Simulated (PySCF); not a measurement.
Al(Et)(OH)(OMe) (C3H9AlO2), SMILES C[CH2][Al]([OH])[O]C.

Coordinates come from a B3LYP-D3(BJ)/def2-SVP optimisation. The values are those of a single conformer.

The numbers are results of B3LYP-D3(BJ)/def2-SVP (PySCF), not measurements.

Frequencies are harmonic and unscaled.

```csv
mode,ν (cm⁻¹),IR (km/mol),moving atoms (share of kinetic energy)
1,7,0.0,"H 46 %, C 43 %"
2,68,0.0,H 91 %
3,78,1.9,"C 44 %, H 27 %, O 16 %, Al 13 %"
4,86,1.1,"O 39 %, H 35 %, C 20 %"
5,114,2.5,"O 51 %, C 26 %, H 20 %"
6,175,2.2,"H 61 %, O 18 %, Al 17 %"
7,248,36.1,"O 40 %, C 37 %, H 17 %"
8,267,7.9,"H 51 %, Al 35 %, O 8 %"
9,299,19.4,"C 35 %, O 26 %, H 23 %, Al 15 %"
10,348,166.0,"H 81 %, O 16 %"
11,534,135.7,"H 67 %, O 32 %"
12,556,29.3,"C 48 %, H 23 %, O 23 %"
13,607,32.7,"H 73 %, C 21 %"
14,739,104.9,"Al 53 %, C 23 %, O 12 %, H 12 %"
15,883,120.5,"Al 44 %, O 44 %, H 9 %"
16,930,2.8,H 91 %
17,962,6.3,"H 80 %, C 17 %"
18,1035,26.9,"C 72 %, H 28 %"
19,1180,55.1,"H 66 %, C 23 %, O 11 %"
20,1189,0.5,"H 76 %, C 19 %"
21,1226,6.6,"H 59 %, C 39 %"
22,1242,2.2,"H 77 %, C 23 %"
23,1249,365.7,"O 51 %, C 32 %, H 13 %"
24,1401,4.0,"H 83 %, C 17 %"
25,1428,3.5,"H 91 %, C 9 %"
26,1472,0.6,H 97 %
27,1473,3.6,H 96 %
28,1479,1.6,H 96 %
29,1480,4.7,H 97 %
30,1487,24.7,"H 88 %, C 10 %"
31,2963,119.8,H 97 %
32,3010,24.9,H 95 %
33,3018,37.7,H 97 %
34,3029,70.2,"H 91 %, C 9 %"
35,3047,9.5,"H 91 %, C 9 %"
36,3048,49.0,"H 90 %, C 10 %"
37,3089,30.6,"H 91 %, C 9 %"
38,3104,28.3,"H 91 %, C 9 %"
39,3932,63.0,H 94 %
```
